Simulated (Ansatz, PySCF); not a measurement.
ClI, charge +1, doublet, geometry from GFN2-xTB (a state made from the parent by changing its charge; the spin is typed, not shown lowest) (core potentials on I). Base run: CAMB3LYP/def2-SVPD run with PySCF.

The PySCF input:
```python
from pyscf import gto, scf, dft

mol = gto.M(
    atom='''
Cl   -0.000000   -0.000000   -1.690958
I     0.000000    0.000000    0.542383
''',
    basis='def2-svpd',
    ecp={'I': 'def2-svpd'},
    charge=1,
    spin=1,
    verbose=4,
)

mf = dft.UKS(mol)
mf.xc = 'camb3lyp'
mf.kernel()
```

The same geometry, method and basis name were run in Ansatz (a quantum-chemistry and plane-wave program) and PySCF, at each program's defaults and at the settings that a row names. The base is PySCF at its defaults. Differences at the defaults can come from grids, fitting, cores and function types together.

| code and settings | ΔE vs base (µEh) | basis functions | E (Eh) | SCF cycles |
|---|---|---|---|---|
| PySCF, defaults (exact integrals, its default grid, spherical functions) | 0.0 | 62 | -757.38464 | 14 |
| Ansatz, defaults (factorised integrals, its default grid, spherical functions) | 0.9 | 62 | -757.38464 | - |
| PySCF, density fitting with def2-universal-jkfit | -5.6 | 62 | -757.38465 | 14 |
| PySCF, fine grid | 0.5 | 62 | -757.38464 | 14 |
| Ansatz, high accuracy | 0.5 | 62 | -757.38464 | - |

Open shells are given as the SCF converged; they aren't shown to be the lowest states, and a large step between rows can be another state.
